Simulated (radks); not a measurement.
Effect of the nuclear size on neutral rhodium, [Kr] 4d8 5s1. Calculated with a radial shooting solver on a logarithmic mesh with Libxc functionals: Dirac Kohn-Sham, PBE, spin-unpolarised, spherical densities, finite nucleus; open shells fill j = l - 1/2 first; Fermi nuclear charge, rms radius 4.4945 fm. The rms radius is varied about that value; shifts are against it.

| rms radius (fm) | total energy shift (eV) | density at nucleus (e/bohr^3) | 1s1/2 shift (meV) | 2s1/2 shift (meV) | 3p1/2 shift (meV) | 4s1/2 shift (meV) | 4p1/2 shift (meV) | 5s1/2 shift (meV) |
|---|---|---|---|---|---|---|---|---|
| 3.8608 | -0.577 | 1.233e+05 | -243 | -26.8 | 0.324 | -0.872 | 0.059 | -0.051 |
| 4.0765 | -0.390 | 1.225e+05 | -164 | -18.0 | 0.218 | -0.588 | 0.040 | -0.034 |
| 4.4945 | 0 | 1.21e+05 | 0.000 | 0.000 | 0.000 | 0.000 | 0.000 | 0.000 |
| 4.7417 | 0.246 | 1.202e+05 | 104 | 11.4 | -0.138 | 0.371 | -0.025 | 0.022 |
| 5.4428 | 1.01 | 1.182e+05 | 424 | 46.6 | -0.564 | 1.52 | -0.104 | 0.089 |

Slopes of the eigenvalues against <r^2> in GHz/fm^2, as finite differences over the two radii next to the reference (eigenvalue slopes, not the field-shift constants of lines): 1s1/2 11000, 2s1/2 1210, 3p1/2 -14.7, 4s1/2 39.5, 4p1/2 -2.70, 5s1/2 2.32.
